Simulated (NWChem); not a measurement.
System: C₃H₃NOSi; SMILES C#C[SiH2]N=C=O

Input file for NWChem:

```
start job
memory heap 200 mb stack 900 mb global 1100 mb
geometry units angstroms noautosym nocenter noautoz
  C      1.404555     2.638630    -0.010865
  C      0.480533     1.847375     0.004978
  Si    -0.927131     0.676750     0.028794
  N     -0.339640    -0.937342    -0.011246
  C      0.147567    -2.030746    -0.012601
  O      0.611840    -3.101494    -0.017211
  H      2.223484     3.336764    -0.025049
  H     -1.782743     0.904796    -1.165900
  H     -1.714195     0.871460     1.275651
end
basis spherical
  * library def2-svp
end
dft
  xc pbe0
  iterations 150
end
cosmo
  do_cosmo_smd true
  solvent water
end
task dft energy
```

Parts of the log:

```
             Northwest Computational Chemistry Package (NWChem) 7.3.0
             --------------------------------------------------------

                             Geometry "geometry" -> ""
                             -------------------------

 Output coordinates in angstroms (scale by  1.889725989 to convert to a.u.)

  No.       Tag          Charge          X              Y              Z
 ---- ---------------- ---------- -------------- -------------- --------------
    1 C                    6.0000     1.40455500     2.63863000    -0.01086500
    2 C                    6.0000     0.48053300     1.84737500     0.00497800
    3 Si                  14.0000    -0.92713100     0.67675000     0.02879400
    4 N                    7.0000    -0.33964000    -0.93734200    -0.01124600
    5 C                    6.0000     0.14756700    -2.03074600    -0.01260100
    6 O                    8.0000     0.61184000    -3.10149400    -0.01721100
    7 H                    1.0000     2.22348400     3.33676400    -0.02504900
    8 H                    1.0000    -1.78274300     0.90479600    -1.16590000
    9 H                    1.0000    -1.71419500     0.87146000     1.27565100

 Effective nuclear repulsion energy (a.u.)     227.7397526094

                                 NWChem DFT Module
                                 -----------------

 Summary of "ao basis" -> "ao basis" (spherical)
 ------------------------------------------------------------------------------
       Tag                 Description            Shells   Functions and Types
 ---------------- ------------------------------  ------  ---------------------
 C                          def2-svp                 6       14   3s2p1d
 Si                         def2-svp                 8       18   4s3p1d
 N                          def2-svp                 6       14   3s2p1d
 O                          def2-svp                 6       14   3s2p1d
 H                          def2-svp                 3        5   2s1p

 in cosmo_initialize ...
 calling solv_data for solv:h2o

 solvent parameters
 solvname_short: h2o
 solvname_long:  water
 dielec:       78.4000
 dielecinf:     1.7769
 aqueous SMD model solvent descriptors
 dielec:       78.4000
 sola:          0.8200

          ---------------
          -cosmo- solvent
          ---------------
 Cosmo: York-Karplus, doi: 10.1021/jp992097l
 dielectric constant -eps-     =  78.40
 screen = (eps-1)/(eps    )    =   0.98724
 surface charge correction     = lagrangian

   van der Waals surface
 --------------------------

 ---------- ATOMIC COORDINATES (A.U.) ------------ VDWR(ANG.) --
     1    2.65422409    4.98628769   -0.02053187     1.850
     2    0.90807570    3.49103255    0.00940706     1.850
     3   -1.75202355    1.27887206    0.05441277     2.470
     4   -0.64182653   -1.77131954   -0.02125186     1.890
     5    0.27886119   -3.83755349   -0.02381244     1.850
     6    1.15620995   -5.86097382   -0.03252407     1.520
     7    4.20177550    6.30556965   -0.04733575     1.200
     8   -3.36889578    1.70981652   -2.20323153     1.200
     9   -3.23935884    1.64682061    2.41063085     1.200
 number of segments per atom =        128
 number of   points per atom =        128
 atom (   nspa,  nppa )
 ----------------------
    1 (     80,     0 )       0
    2 (     38,     0 )       0
    3 (     82,     0 )       0
    4 (     40,     0 )       0
    5 (     68,     0 )       0
    6 (     78,     0 )       0
    7 (     54,     0 )       0
    8 (     33,     0 )       0
    9 (     34,     0 )       0
 number of -cosmo- surface points =      507
 molecular surface =    134.742 angstrom**2
 molecular volume  =    113.592 angstrom**3
 -lineq- algorithm             =   0
 -bem- low  level              =   3
 -bem- from -octahedral-
 gaussian surface charge width =   4.50000
 degree of switching           =   1.00000
 switching function tolerance  =   0.00010
 atomic radii =
 --------------
    1  6.000  1.850
    2  6.000  1.850
    3 14.000  2.470
    4  7.000  1.890
    5  6.000  1.850
    6  8.000  1.520
    7  1.000  1.200
    8  1.000  1.200
    9  1.000  1.200
 ...... end of -cosmo- initialization ......

 nat:                     9
 ixmem:                  4523
 calling mnsol_interface()
 G(SMD-CDS) energy (kcal/mol)  =     8.649
 SMD-CDS SASA (angstrom**2)    =   161.246

            General Information
            -------------------
          SCF calculation type: DFT
          Wavefunction type:  closed shell.
          No. of atoms     :     9
          No. of electrons :    50
           Alpha electrons :    25
            Beta electrons :    25
          Charge           :     0
          Spin multiplicity:     1
          Use of symmetry is: off; symmetry adaption is: off
          Maximum number of iterations: 150
          AO basis - number of functions:   103
                     number of shells:    47
          Convergence on energy requested:  1.00D-06
          Convergence on density requested:  1.00D-05
          Convergence on gradient requested:  5.00D-04

              XC Information
              --------------
                         PBE0 Method XC Functional
                     Hartree-Fock (Exact) Exchange  0.250
          PerdewBurkeErnzerhof Exchange Functional  0.750
            Perdew 1991 LDA Correlation Functional  1.000 local
           PerdewBurkeErnz. Correlation Functional  1.000 non-local

             Grid Information
             ----------------
          Grid used for XC integration:  medium
          Radial quadrature: Mura-Knowles
          Angular quadrature: Lebedev.
          Tag              B.-S. Rad. Rad. Pts. Rad. Cut. Ang. Pts.
          ---              ---------- --------- --------- ---------
          C                   0.70       49          13.0       434
          Si                  1.10       88          11.0       590
          N                   0.65       49          12.0       434
          O                   0.60       49          13.0       434
          H                   0.35       45          13.0       434
          Grid pruning is: on
          Number of quadrature shells:   468
          Spatial weights used:  Erf1

      Superposition of Atomic Density Guess
      -------------------------------------

 Sum of atomic energies:        -532.04614842

      Non-variational initial energy
      ------------------------------

 Total energy =    -534.780705
 1-e energy   =   -1181.921875
 2-e energy   =     419.401417
 HOMO         =      -0.341317
 LUMO         =       0.004410

   convergence    iter        energy       DeltaE   RMS-Dens  Diis-err
 ---------------- ----- ----------------- --------- --------- ---------
     COSMO gas phase
 d= 0,ls=0.0,diis     1   -534.7749004741 -7.63D+02  1.22D-02  9.35D-01
 d= 0,ls=0.0,diis     2   -534.7000074980  7.49D-02  7.30D-03  1.98D+00
 d= 0,ls=0.0,diis     3   -534.8767922823 -1.77D-01  2.43D-03  1.14D-01
 d= 0,ls=0.0,diis     4   -534.8831368355 -6.34D-03  1.19D-03  4.55D-02
 d= 0,ls=0.0,diis     5   -534.8878548195 -4.72D-03  3.31D-04  1.74D-03
  Resetting Diis
 d= 0,ls=0.0,diis     6   -534.8880328937 -1.78D-04  1.18D-04  3.95D-04
 d= 0,ls=0.0,diis     7   -534.8880834599 -5.06D-05  7.18D-05  2.08D-05
 d= 0,ls=0.0,diis     8   -534.8880748976  8.56D-06  4.96D-05  8.71D-05
 d= 0,ls=0.0,diis     9   -534.8880859959 -1.11D-05  7.29D-06  1.09D-06
 d= 0,ls=0.0,diis    10   -534.8880861489 -1.53D-07  1.78D-06  7.25D-08

   convergence    iter        energy       DeltaE   RMS-Dens  Diis-err
 ---------------- ----- ----------------- --------- --------- ---------
     COSMO solvation phase
 d= 0,ls=0.0,diis     1   -534.8811436728  6.94D-03  1.99D-03  3.64D-03
 d= 0,ls=0.0,diis     2   -534.8816448872 -5.01D-04  4.30D-04  5.95D-03
 d= 0,ls=0.0,diis     3   -534.8822070655 -5.62D-04  1.88D-04  3.24D-04
 d= 0,ls=0.0,diis     4   -534.8822357391 -2.87D-05  6.72D-05  9.23D-05
 d= 0,ls=0.0,diis     5   -534.8822452824 -9.54D-06  2.01D-05  8.70D-06
 d= 0,ls=0.0,diis     6   -534.8822460844 -8.02D-07  7.78D-06  1.21D-06

         Total DFT energy =     -534.882246084415
      One electron energy =    -1185.654521372442
           Coulomb energy =      476.129698597907
    Exchange-Corr. energy =      -53.298714776276
 Nuclear repulsion energy =      227.739752609399

             COSMO energy =        0.201538856998

 Numeric. integr. density =       50.000006526969

                                COSMO-SMD solvation results
                                ---------------------------

             internal energy in gas <Psi(g)|H|Psi(g)> =      -534.888086148942
         internal energy in solvent <Psi(s)|H|Psi(s)> =      -534.886757651863
                               delta internal energy  =         0.001328497079 (    0.83 kcal/mol)
   total free energy in solvent <Psi(s)|H+V/2|Psi(s)> =      -534.896029265630
 polarization energy contribution <Psi(s)|V/2|Psi(s)> =        -0.009271613767 (   -5.82 kcal/mol)
    total free energy in solvent including G(SMD-CDS) =      -534.882246084415
                       G(SMD-CDS) energy contribution =         0.013783181215 (    8.65 kcal/mol)
     1 M fixed-concentration free energy of solvation =         0.005840064528 (    3.66 kcal/mol)

                       DFT Final Molecular Orbital Analysis
                       ------------------------------------

 Vector   23  Occ=2.000000D+00  E=-3.260658D-01
              MO Center=  2.8D-01, -1.9D-01, -5.9D-03, r^2= 5.7D+00
   Bfn.  Coefficient  Atom+Function         Bfn.  Coefficient  Atom+Function
  ----- ------------  ---------------      ----- ------------  ---------------
    52      0.366402  4 N  pz                80      0.314360  6 O  pz
    55     -0.293278  4 N  pz                20      0.256833  2 C  pz
     6      0.247716  1 C  pz                83      0.237607  6 O  pz
    23      0.167662  2 C  pz                 9      0.136340  1 C  pz
    66     -0.084332  5 C  pz                99      0.072759  9 H  s

 Vector   24  Occ=2.000000D+00  E=-3.172388D-01
              MO Center=  7.0D-01,  1.2D+00, -5.5D-03, r^2= 4.6D+00
   Bfn.  Coefficient  Atom+Function         Bfn.  Coefficient  Atom+Function
  ----- ------------  ---------------      ----- ------------  ---------------
    19      0.304139  2 C  py                 5      0.267664  1 C  py
     4     -0.250590  1 C  px                50     -0.209206  4 N  px
    18     -0.202627  2 C  px                22      0.193798  2 C  py
    78     -0.187202  6 O  px                53      0.173530  4 N  px
     8      0.170792  1 C  py                81     -0.141070  6 O  px

 Vector   25  Occ=2.000000D+00  E=-3.095638D-01
              MO Center=  1.1D-01,  1.1D+00,  9.8D-03, r^2= 5.3D+00
   Bfn.  Coefficient  Atom+Function         Bfn.  Coefficient  Atom+Function
  ----- ------------  ---------------      ----- ------------  ---------------
     6      0.325509  1 C  pz                20      0.303550  2 C  pz
    52     -0.217801  4 N  pz                 9      0.196376  1 C  pz
    99     -0.193383  9 H  s                 94      0.192189  8 H  s
    23      0.185911  2 C  pz                80     -0.182179  6 O  pz
    55      0.173635  4 N  pz                95      0.150239  8 H  s

 Vector   26  Occ=0.000000D+00  E=-1.694760D-02
              MO Center=  2.8D-01,  1.6D+00,  8.4D-03, r^2= 4.3D+00
   Bfn.  Coefficient  Atom+Function         Bfn.  Coefficient  Atom+Function
  ----- ------------  ---------------      ----- ------------  ---------------
    40      0.520379  3 Si py                49      0.470784  4 N  s
     8     -0.379268  1 C  py                 7      0.330845  1 C  px
    39     -0.309714  3 Si px                22      0.298816  2 C  py
     5     -0.282592  1 C  py                 4      0.243613  1 C  px
    95     -0.228026  8 H  s                 21     -0.219063  2 C  px

 Vector   27  Occ=0.000000D+00  E=-7.525986D-03
              MO Center=  3.3D-01,  1.5D+00,  6.7D-03, r^2= 4.7D+00
   Bfn.  Coefficient  Atom+Function         Bfn.  Coefficient  Atom+Function
  ----- ------------  ---------------      ----- ------------  ---------------
    41      0.584139  3 Si pz                 9     -0.523251  1 C  pz
   100     -0.485568  9 H  s                 95      0.477716  8 H  s
    23      0.412830  2 C  pz                 6     -0.368214  1 C  pz
    20      0.276428  2 C  pz                66     -0.181553  5 C  pz
    45     -0.152493  3 Si d  1              69     -0.152098  5 C  pz

 Vector   28  Occ=0.000000D+00  E= 2.538273D-02
              MO Center= -5.0D-01, -7.7D-01,  1.0D-02, r^2= 4.5D+00
   Bfn.  Coefficient  Atom+Function         Bfn.  Coefficient  Atom+Function
  ----- ------------  ---------------      ----- ------------  ---------------
    17      0.813897  2 C  s                 39     -0.714941  3 Si px
    40     -0.695292  3 Si py                64      0.408404  5 C  px
    67      0.388311  5 C  px                49     -0.290691  4 N  s
    81     -0.262719  6 O  px                95     -0.248904  8 H  s
   100     -0.248946  9 H  s                 78     -0.239861  6 O  px

     Multipole analysis of the density
     ---------------------------------

     L   x y z        total         alpha         beta         nuclear
     -   - - -        -----         -----         ----         -------
     0   0 0 0     -0.000000    -25.000000    -25.000000     50.000000

     1   1 0 0     -0.109653     -0.489352     -0.489352      0.869051
     1   0 1 0      1.164565      2.523288      2.523288     -3.882011
     1   0 0 1      0.013714     -0.144774     -0.144774      0.303263

     2   2 0 0    -27.254281    -85.494049    -85.494049    143.733817
     2   1 1 0      5.232260    -12.276568    -12.276568     29.785397
     2   1 0 1     -0.070355      1.185279      1.185279     -2.440912
     2   0 2 0    -33.197111   -354.462133   -354.462133    675.727154
     2   0 1 1     -0.094432     -1.446239     -1.446239      2.798047
     2   0 0 2    -30.896901    -20.812024    -20.812024     10.727148
```

Level: PBE0/def2-SVP, SMD on the gas-phase geometry. Structure relaxed at the PBE0/def2-SVP level. Solvent: water.
